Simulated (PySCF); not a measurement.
FK, charge +1, doublet, at the geometry of the source list (a state made from the parent by changing its charge; the spin is typed, not shown lowest). Base run: DF-M062X/def2-SVP (PySCF).

PySCF was given this input:
```python
from pyscf import gto, scf, dft

mol = gto.M(
    atom='''
K    -0.53980000   -0.44520000   -0.72920000
F     0.53980000    0.44520000    0.72920000
''',
    basis='def2-svp',
    charge=1,
    spin=1,
    verbose=4,
)

mf = dft.UKS(mol)
mf.xc = 'm062x'
mf = mf.density_fit(auxbasis='def2-universal-jkfit')
mf.kernel()
```

Variants of this job, named by their change:

```tsv
change	basis functions	E (Eh)	HOMO (eV)
base	38	-699.25115	-21.34
basis = STO-3G	18	-691.96019	-16.19
basis = 6-31G	26	-699.34926	-20.86
basis = 6-31G*	36	-699.35775	-21.09
basis = def2-SV(P)	38	-699.25115	-21.34
basis = pc-1	38	-699.34871	-21.55
basis = pcseg-1	38	-699.31573	-21.53
basis = pcseg-2	63	-699.45588	-21.52
basis = def2-TZVPP	64	-699.44525	-21.49
basis = 6-311++G**	65	-699.43893	-21.49
basis = 6-311+G(2d,p)	75	-699.44040	-21.49
basis = def2-QZVP	113	-699.46744	-21.55
basis = def2-QZVPP	127	-699.46724	-21.54
```

Totals compare only among sets that treat the same electrons; sets with core potentials leave the core out.

Open shells are given as the SCF converged; they aren't shown to be the lowest states, and a large step between rows can be another state.
